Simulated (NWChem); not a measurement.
# Ionisation of HAl

```xyz
2

Al     0.0000     0.0000     0.1203
H      0.0000     0.0000    -1.5639
```
Charge 0, spin multiplicity 1.

Program: NWChem. The geometry was optimised at PBE/def2-SVP, a minimum by its harmonic frequencies.

Basis set: def2-TZVP. −ε marks an orbital energy of the parent.

B3LYP has NWChem's definition, with VWN1-RPA local correlation. The structure started from a generated list of species.

Problem. Order these methods by the first vertical ionisation energy they give, lowest first: −ε(HOMO) of HF, −ε(HOMO) of LDA (SVWN5), −ε(HOMO) of PBE0, −ε(HOMO) of B3LYP, G0W0@PBE0.

Solution. −ε(HOMO) of LDA (SVWN5) (4.93 eV), −ε(HOMO) of B3LYP (5.68 eV), −ε(HOMO) of PBE0 (5.84 eV), −ε(HOMO) of HF (7.88 eV), G0W0@PBE0 (8.13 eV)
